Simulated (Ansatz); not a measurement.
Conformers of C3H8F2OSi (`CC(C)O[SiH](F)F`), each relaxed with PBE0-D4/def2-TZVP in Ansatz. CBS adds the triple-zeta coupled-cluster correction to the MP2 limit.

Not all of them had a frequency check.

Conformer A:

Cartesian coordinates in Å:
```
C 1.086 -1.043 0.568
C -0.081 -0.083 0.494
C -0.068 0.944 1.603
O -0.036 0.623 -0.751
Si -0.810 0.212 -2.100
F -0.489 1.321 -3.175
F -0.283 -1.169 -2.674
H 2.028 -0.493 0.504
H 1.052 -1.765 -0.250
H 1.068 -1.591 1.513
H -1.020 -0.652 0.547
H -0.113 0.453 2.578
H 0.848 1.536 1.554
H -0.920 1.619 1.515
H -2.264 0.089 -1.926
```

Conformer B:

Cartesian coordinates in Å:
```
C -1.208 1.002 0.047
C 0.218 0.498 -0.011
C 1.104 1.136 1.034
O 0.244 -0.915 0.209
Si -0.044 -2.113 -0.820
F 0.826 -3.353 -0.373
F 0.410 -1.700 -2.284
H -1.650 0.776 1.021
H -1.825 0.538 -0.727
H -1.236 2.083 -0.104
H 0.633 0.697 -1.006
H 0.715 0.932 2.034
H 1.144 2.217 0.889
H 2.118 0.739 0.971
H -1.449 -2.537 -0.881
```

**Question.** Which is lowest in electronic energy at CCSD(T)/CBS (frozen core, def2 sets), and by how much? (Best estimate.)

**Answer.** The calculation gave: A; B lies 0.9 kJ/mol higher. Gaps under about 2 kJ/mol don't settle the order.

**Question.** Give the energies relative to A (kJ/mol) with PBE0-D4/def2-TZVPP, B3LYP-D4/def2-TZVPP, r2SCAN/def2-TZVPP, HF/def2-TZVPP, SCS-MP2/def2-TZVPP, MP2/def2-QZVPP, SCS-MP2/def2-QZVPP. (Estimate.)

**Answer.** The calculation gave: 
```tsv
level	B
PBE0-D4/def2-TZVPP	0.9
B3LYP-D4/def2-TZVPP	0.6
r2SCAN/def2-TZVPP	0.9
HF/def2-TZVPP	-0.1
SCS-MP2/def2-TZVPP	1.0
MP2/def2-QZVPP	1.0
SCS-MP2/def2-QZVPP	0.8
```

B3LYP here is the variant with VWN-RPA as its local correlation; programs differ in this.
